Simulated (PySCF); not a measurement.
Two-component Hartree-Fock for I (iodine, neutral)

Start: [Kr] 4d10 5s2 5p5; 5p1/2 filled at m_j = +1/2; 5p3/2 filled at m_j = -3/2, -1/2, +1/2, +3/2. Calculated with PySCF 2.14 in x2c-QZVPPall-2c (13s13p9d4f1g, 134 functions): generalised Hartree-Fock with the X2C-1e Hamiltonian and a Gaussian nucleus; one run each with spin-orbit coupling (SO) screened by Boettger's factors, then bare. This is a chosen level, not necessarily the ground level.

```csv
spinor shell,electrons,"ε, screened SO (eV)","ε, bare SO (eV)",weight of nominal j (bare SO),"rms radius, bare SO (bohr)"
1s1/2,2,-33331.4,-33331.1,1.000,0.0311
2s1/2,2,-5249.3,-5249.2,1.000,0.127
2p1/2,2,-4913.2,-4922.1,1.000,0.109
2p3/2,4,-4611.6,-4608.0,1.000,0.115
3s1/2,2,-1102.3,-1102.3,1.000,0.334
3p1/2,2,-961.92,-963.62,1.000,0.326
3p3/2,4,-903.50,-902.80,1.000,0.339
3d3/2,4,-658.54,-660.25,1.000,0.310
3d5/2,6,-646.41,-645.30,1.000,0.314
4s1/2,2,-211.25,-211.25,1.000,0.787
4p1/2,2,-159.83,-160.18,1.000,0.826
4p3/2,4,-148.49,-148.35,1.000,0.855
4d3/2,4,-63.921,-64.192,1.000,0.983
5s1/2,2,-23.979,-23.982,0.998,2.15
5p1/2,1,-12.614,-12.654,0.999,2.54
5p3/2,4,-10.548,-10.538,0.996,2.70
```

(1) Where does 4d5/2 lie, and what is the 4d spin-orbit splitting (bare SO)?

```
   quantity  screened SO      bare SO
E (hartree)  -7113.87648  -7114.06558
        M_J          1/2          1/2
       ⟨J²⟩        0.802        0.799
       ⟨L²⟩        2.067        2.070
       ⟨S²⟩        0.793        0.796
```

Each row is a mean over spinors that exchange with the open shell spreads, by up to 1.376 eV (5s1/2).

Breit and QED terms are absent; they matter most for the inner s and p1/2 levels.

Densities and radii are taken from the X2C orbitals without a picture-change correction, which distorts them close to the nucleus.

Results:

(1) At -61.950 eV, 2.242 eV above 4d3/2.
